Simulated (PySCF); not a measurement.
## Which determinant of Ge₂ lies lowest?

Unrestricted PBE0; Ge def2-TZVPP; no relativity (PySCF 2.14). Outer shells of the fragments: Ge 3d10 4s2 4p2; Ge 3d10 4s2 4p2.

Followed along the bond (rough minima from three points):

```tsv
2Ms+1	unpaired	⟨S²⟩ at the start	R at minimum (Å)	Te (eV)
3	π ↑↑	2.00	2.39	0.00
3	σ ↑, π ↑	2.01	2.27	0.20
1	π ↑↓	1.01	2.39	0.20
1	σ ↓, π ↑	1.01	2.27	0.38
1	none	0.00	none in the scan	≤ 0.87
```

Solutions found at the starting distance of 2.320 Å, counted from the lowest of them; the search is not exhaustive and high or unbound solutions are not listed, so other states can lie among these:

```
2Ms+1    unpaired   term  E (eV)  ⟨S²⟩  ⟨Lz²⟩
    3        π ↑↑    ³Σ⁻    0.00  2.00   0.00
    3    σ ↑, π ↑     ³Π    0.18  2.01   1.01
    1        π ↑↓  mixed    0.20  1.01   2.02
    1    σ ↓, π ↑  mixed    0.37  1.01   1.00
    1        none  mixed    0.84  0.00   2.00
    5  σ ↑, π ↑↑↑     ⁵Π    1.43  6.00   1.01
    3  σ ↑, π ↑↑↓  mixed    1.93  3.02   3.03
    3  σ ↓, π ↑↑↑  mixed    2.02  3.03   1.01
    3        π ↑↑  mixed    2.60  2.01   2.01
    5      π ↑↑↑↑    ⁵Σ⁺    4.21  6.01   0.00
    5  σ ↑↑, π ↑↑    ⁵Σ⁻    4.71  6.00   0.00
    3  σ ↑↑, π ↑↓  mixed    5.30  3.01   2.02
    1  σ ↓↓, π ↑↑  mixed    5.49  2.01   0.00
    5  σ ↑↑, π ↑↑  mixed    5.78  6.01   2.01
```

A term symbol is given only where ⟨S²⟩ and ⟨Lz²⟩ are close to those of a pure state; real π, δ and φ orbitals otherwise mix terms, and g/u labels are left off.

Spin–orbit coupling is left out.
